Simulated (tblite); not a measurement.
Species: C7H6FN2 (doublet state).
SMILES with atom numbers: `[H]/[N:7]=[C:6]1/[C@@:3]([C:2]=[CH2:1])([C:4]#[N:5])[C@H:9]([F:10])[CH2:8]1` (hydrogens: H11, H12 on C1; H13 on N7; H14, H15 on C8; H16 on C9)

Geometry (GFN2-xTB, Å), atoms numbered from 1 in this order:
```xyz
16
C7H6FN2 angstrom
C      1.3114    0.8825   -2.0481
C      1.0945    0.9069   -0.7760
C      0.5486    0.1416    0.3259
C      1.5006    0.0890    1.4122
N      2.2456    0.0137    2.2746
C     -0.8511    0.5764    0.7683
N     -1.1956    1.6573    1.2728
C     -1.4724   -0.7454    0.3719
C     -0.0822   -1.2901    0.0344
F      0.0560   -1.7321   -1.2463
H      1.7699    1.7168   -2.5581
H      1.0638    0.0375   -2.6933
H     -2.1791    1.7601    1.5091
H     -2.0121   -1.2701    1.1585
H     -2.1086   -0.6612   -0.5098
H      0.3030   -2.0740    0.6924
```

Structure optimised with GFN2-xTB, isolated species. This method treats the open shell by occupation alone, without spin polarisation.

Take the most abundant isotopes and a rigid rotor. The values belong to one conformer with, in the numbering `[H]/[N:7]=[C:6]1/[C@@:3]([C:2]=[CH2:1])([C:4]#[N:5])[C@H:9]([F:10])[CH2:8]1`, C1–C2–C3–C4 129°.

(1) What are A, B and C (MHz)?

(2) What kind of rotor is it?

(3) What does the inertial defect say?

(4) Where do the levels up to J = 5 lie, in K?

(5) Estimate the classical rotational partition function at 10 K, 50 K and 500 K.

Results:

(1) Ia = 338.00, Ib = 387.14, Ic = 448.61 u·Å²; 505379 MHz·u·Å²/I gives A = 1495, B = 1305, C = 1127 MHz.

(2) An asymmetric top: κ = (2 × 1305 − 1495 − 1127)/(1495 − 1127) = -0.03.

(3) Not planar: Δ = Ic − Ia − Ib = -276.53 u·Å². For a rigid frame Δ = −2 Σ m c², so Σ m c² = 138.26 u·Å² lies off the ab plane: 14.87 from hydrogen and 123.39 from heavier atoms. The atom farthest from that plane is 2.42 Å away.

(4) Above 0(0,0), as E/k:
J = 1: 1(0,1) 0.117, 1(1,1) 0.126, 1(1,0) 0.134
J = 2: 2(0,2) 0.346, 2(1,2) 0.351, 2(1,1) 0.376, 2(2,1) 0.404, 2(2,0) 0.408
J = 3: 3(0,3) 0.684, 3(1,3) 0.686, 3(1,2) 0.736, 3(2,2) 0.754, 3(2,1) 0.770, 3(3,1) 0.823, 3(3,0) 0.824
J = 4: 4(0,4) 1.130, 4(1,4) 1.130, 4(1,3) 1.209, 4(2,3) 1.218, 4(2,2) 1.255, 4(3,2) 1.295, 4(3,1) 1.302, 4(4,1) 1.385, 4(4,0) 1.385
J = 5: 5(0,5) 1.683, 5(1,5) 1.683, 5(1,4) 1.789, 5(2,4) 1.793, 5(2,3) 1.858, 5(3,3) 1.884, 5(3,2) 1.906, 5(4,2) 1.977, 5(4,1) 1.979, 5(5,1) 2.090, 5(5,0) 2.090
Those of J = 1 are B + C, A + C and A + B.

(5) Point group C1, symmetry number σ = 1; q = (√π/σ)·√((kT/h)³/(ABC)), k/h = 20836.6 MHz/K: 3600 at 10 K, 40200 at 50 K, 1270000 at 500 K.

For this open shell read J as N, the rotation without spin; fine and hyperfine splittings come on top. Its GFN2-xTB frequencies are all real (lowest 37 cm⁻¹). Zero-point vibration and centrifugal distortion are left out.

These are computed values.
